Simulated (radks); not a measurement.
Results of a calculation; reference values are marked as such.
Task: Ti9+, 13 electrons, occupied as [Ne] 3s2 3p1. Code: a radial shooting solver on a logarithmic mesh with Libxc functionals. Model: non-relativistic Kohn-Sham, PBE, spin-polarised, spherical densities, point nucleus; open shells are filled with parallel spins first. Some entries of the table are withheld. Estimate them.

| orbital | occ. | eigenvalue (eV) | <r> (bohr) |
|---|---|---|---|
| 1s up | 1 | -5048.421 | 0.07015 |
| 1s down | 1 | -5047.889 | 0.07015 |
| 2s up | 1 | -731.9342 | 0.3251 |
| 2s down | 1 | -731.4306 | 0.3249 |
| 2p up | 3 | -646.1196 | 0.2878 |
| 2p down | 3 | -645.4294 | 0.2877 |
| 3s up | 1 | -228.9908 | 0.8852 |
| 3s down | 1 | -225.8256 | 0.8868 |
| 3p up | 1 | -204.0774 | 0.8930 |
| 3p down | 0 | -200.9959 | 0.8951 |
| 3d up | 0 | -166.5569 | (1) |
| 3d down | 0 | -163.8613 | (2) |
| 4s up | 0 | -107.3185 | 1.774 |
| 4s down | 0 | -106.1249 | 1.782 |

Result: 
(1) 3d up <r> (bohr): 0.8659
(2) 3d down <r> (bohr): 0.8664
